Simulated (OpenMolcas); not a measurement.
# V2+: moving or changing the point charges

V2+ among 6 point charges of -1 e arranged as a tetragonal octahedron (D4h), 1.74 Å from the ion, with the axial distance 1.844 Å. The active orbitals were held to one l.
```
   1.7400    0.0000    0.0000  -1.00
   0.0000    1.7400    0.0000  -1.00
  -1.7400    0.0000    0.0000  -1.00
   0.0000   -1.7400    0.0000  -1.00
   0.0000    0.0000    1.8444  -1.00
   0.0000    0.0000   -1.8444  -1.00
```

```yaml
Program: OpenMolcas
Method: CASSCF
Basis: ANO-RCC-VDZP [5s4p2d1f]
Scalar_Hamiltonian: DKH2, point nucleus
Active_space: 3 electrons in 5 orbitals (3d)
State_averaging: 2S+1 = 4 even, 10 roots; 2S+1 = 2 even, 40 roots
Spin-orbit_coupling: state interaction with AMFI integrals over the reference wave functions
```

Runs around this geometry, states (labels of D4, the rotations of D4h). Energies in cm-1 above the lowest state or level, χT in cm3 K/mol.

```tsv
R (Å)	Axial / equatorial distance	Ground state	First state of that spin	First gap with spin-orbit (degeneracies)	χT at 300 K	First state of another spin
1.74	0.98	4B1	4B2 8014	0.1 (2, 2)	1.847	2B1 15740
1.67	1.06	4B1	4E 8341	0.2 (2, 2)	1.850	2A1 15601
1.74	1.06	4B1	4E 7078	0.3 (2, 2)	1.843	2A1 15753
```

Taking the first state of the same spin as R^-n, n = -ln(7078 / 8341) / ln(1.74 / 1.67) = 4.0 between the shortest and longest distance.

Without dynamic correlation the repulsion within the d shell is too large (B by tens of per cent), so at a given field states of lower spin stand too high. Point charges carry no covalency, so the field is a model and not that of real ligands. No measured value stands beside these numbers.
